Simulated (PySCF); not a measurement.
A structure optimised at PBE-D3(BJ)/def2-SVP, used in a PySCF frequency run:

```xyz
4

Ta     0.2702     0.1854     0.0000
O      0.9235    -0.6587     1.3812
O      0.9235    -0.6587    -1.3812
Cl    -2.0294    -0.1761     0.0000
```
Charge 0, spin multiplicity 1.

Q: Write its SMILES, formula and point group.

A: [O]=[Ta](=[O])[Cl], ClO2Ta, Cs

Q: What are its rotational constants (standard atomic weights)?

A: 6.1589, 2.4370, 2.0428 GHz
